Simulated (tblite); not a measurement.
C₃H₉BOSi₂.
Bonds: C1–B2, B2–C3, C3–C4 (triple), C4–Si5, B2–O6, O6–Si7. Hydrogens: H8, H9, H10 on C1; H11, H12, H13 on Si5; H14, H15, H16 on Si7.

Computed with GFN2-xTB (tblite), gas phase: L-BFGS steps from a force-field or distance-geometry start until the largest atomic force falls under 0.01 eV/Å.

Step 12: E = -538.7850 eV
```
atom  x, y, z in Å  |  force x, y, z in eV/Å
C1      1.1930   -1.9996    0.2995    0.043   0.036   0.011
B2      0.7200   -0.4935    0.4753   -0.286   0.007   0.258
C3     -0.7491   -0.1334    0.2354    0.306  -0.035  -0.009
C4     -1.8502    0.2158   -0.1292   -0.368   0.049  -0.008
Si5    -3.5921    0.6844   -0.5735    0.288  -0.069   0.113
O6      1.6092    0.4937    0.6809   -0.143  -0.205  -0.158
Si7     2.5331    1.3447   -0.3252   -0.010  -0.068  -0.140
H8      0.5928   -2.7471    0.8197    0.001   0.167  -0.123
H9      1.1185   -2.1946   -0.7721    0.003  -0.189   0.068
H10     2.2319   -2.1351    0.5885    0.014  -0.030   0.003
H11    -4.1784   -0.4002   -1.3637   -0.015   0.005  -0.028
H12    -4.3026    0.8473    0.6962   -0.066   0.028  -0.001
H13    -3.5636    1.9371   -1.3335   -0.012  -0.012  -0.005
H14     3.3072    2.1950    0.5775   -0.052  -0.054  -0.081
H15     1.5847    2.0473   -1.2195    0.342   0.001   0.050
H16     3.3380    0.3469   -1.0774   -0.045   0.368   0.051
```

Step 13: E = -538.8076 eV
```
atom  x, y, z in Å  |  force x, y, z in eV/Å
C1      1.1843   -2.0021    0.3053    0.096  -0.058   0.028
B2      0.7130   -0.5007    0.4790   -0.238   0.055   0.254
C3     -0.7578   -0.1504    0.2576    0.223   0.055  -0.041
C4     -1.8521    0.2137   -0.1137   -0.385   0.039  -0.024
Si5    -3.5902    0.6847   -0.5725    0.216  -0.058   0.102
O6      1.6042    0.4898    0.6555   -0.163  -0.206  -0.227
Si7     2.5343    1.3471   -0.3396    0.024  -0.031  -0.022
H8      0.6002   -2.7586    0.8251   -0.141   0.141  -0.105
H9      1.1142   -2.1950   -0.7659    0.003  -0.203   0.034
H10     2.2175   -2.1405    0.6002    0.178   0.003  -0.014
H11    -4.1789   -0.4018   -1.3680    0.028   0.071   0.026
H12    -4.3055    0.8486    0.6993   -0.035   0.023  -0.073
H13    -3.5638    1.9402   -1.3380   -0.001  -0.093   0.049
H14     3.2848    2.1738    0.6009   -0.002   0.001  -0.078
H15     1.6240    2.0748   -1.2452    0.239  -0.003   0.045
H16     3.3642    0.3853   -1.1011   -0.043   0.264   0.047
```

Step 14: E = -538.8262 eV
```
atom  x, y, z in Å  |  force x, y, z in eV/Å
C1      1.1785   -2.0041    0.3121    0.117  -0.127   0.033
B2      0.7021   -0.5076    0.4889   -0.100   0.034   0.133
C3     -0.7654   -0.1623    0.2759    0.041   0.126  -0.049
C4     -1.8560    0.2111   -0.0994   -0.263  -0.003  -0.003
Si5    -3.5855    0.6842   -0.5703    0.050  -0.025   0.057
O6      1.5969    0.4826    0.6222   -0.139  -0.135  -0.213
Si7     2.5372    1.3501   -0.3533    0.028   0.008   0.128
H8      0.6041   -2.7662    0.8270   -0.253   0.067  -0.039
H9      1.1103   -2.1987   -0.7580    0.009  -0.179  -0.004
H10     2.2086   -2.1457    0.6096    0.266   0.040  -0.020
H11    -4.1786   -0.4017   -1.3711    0.064   0.117   0.068
H12    -4.3084    0.8498    0.7007   -0.009   0.018  -0.120
H13    -3.5640    1.9412   -1.3409    0.013  -0.147   0.089
H14     3.2643    2.1546    0.6223    0.037   0.043  -0.073
H15     1.6626    2.0981   -1.2660    0.123   0.035   0.006
H16     3.3858    0.4236   -1.1206    0.015   0.129   0.004
```

Step 15: E = -538.8395 eV
```
atom  x, y, z in Å  |  force x, y, z in eV/Å
C1      1.1764   -2.0075    0.3189    0.099  -0.146   0.031
B2      0.6918   -0.5133    0.4998    0.023  -0.031  -0.029
C3     -0.7724   -0.1677    0.2892   -0.104   0.148  -0.035
C4     -1.8619    0.2085   -0.0882   -0.089  -0.050   0.036
Si5    -3.5815    0.6835   -0.5679   -0.108   0.011   0.010
O6      1.5888    0.4749    0.5885   -0.098  -0.049  -0.146
Si7     2.5411    1.3538   -0.3621    0.014   0.035   0.196
H8      0.6022   -2.7712    0.8270   -0.275   0.007   0.024
H9      1.1074   -2.2042   -0.7509    0.023  -0.139  -0.013
H10     2.2072   -2.1492    0.6158    0.243   0.056  -0.022
H11    -4.1771   -0.3996   -1.3721    0.073   0.116   0.076
H12    -4.3105    0.8511    0.6995   -0.010   0.018  -0.117
H13    -3.5637    1.9391   -1.3414    0.026  -0.148   0.096
H14     3.2492    2.1408    0.6393    0.065   0.073  -0.058
H15     1.6934    2.1158   -1.2814    0.043   0.073  -0.019
H16     3.4020    0.4541   -1.1350    0.076   0.028  -0.029
```

**Question.** Estimate the geometry and energy of step 16. (The exact step hangs on the optimiser's Hessian estimate; all steps are aligned on step 15, rigid shifts and turns removed.)

**Answer.** E = -538.8506 eV, largest force 0.225 eV/Å
```
atom  x, y, z in Å  |  force x, y, z in eV/Å
C1      1.1764   -2.0136    0.3263    0.049  -0.125   0.023
B2      0.6828   -0.5194    0.5084    0.088  -0.091  -0.180
C3     -0.7803   -0.1700    0.3019   -0.156   0.121  -0.012
C4     -1.8696    0.2055   -0.0775    0.058  -0.084   0.069
Si5    -3.5803    0.6831   -0.5657   -0.194   0.031  -0.014
O6      1.5797    0.4673    0.5534   -0.059   0.017  -0.073
Si7     2.5457    1.3587   -0.3678    0.007   0.049   0.163
H8      0.5953   -2.7766    0.8278   -0.216  -0.014   0.060
H9      1.1051   -2.2108   -0.7442    0.045  -0.105   0.007
H10     2.2105   -2.1516    0.6209    0.140   0.047  -0.023
H11    -4.1742   -0.3956   -1.3715    0.052   0.071   0.051
H12    -4.3124    0.8524    0.6963   -0.040   0.024  -0.071
H13    -3.5628    1.9346   -1.3401    0.034  -0.097   0.071
H14     3.2367    2.1298    0.6559    0.083   0.092  -0.042
H15     1.7214    2.1335   -1.2960    0.006   0.086  -0.007
H16     3.4185    0.4816   -1.1490    0.101  -0.021  -0.023
```

The energy changes by -0.0110 eV. The first-order estimate −F·Δx gives -0.0153 eV and the mean of the old and new forces, exact on a quadratic surface, -0.0111 eV. The step makes an angle of 72° with the force vector and moves no atom by more than 0.037 Å.

The cost below is that of the whole relaxation. On Intel Xeon at 2.50 GHz, one thread, no GPU, on a shared host, this took 2.9 s wall.
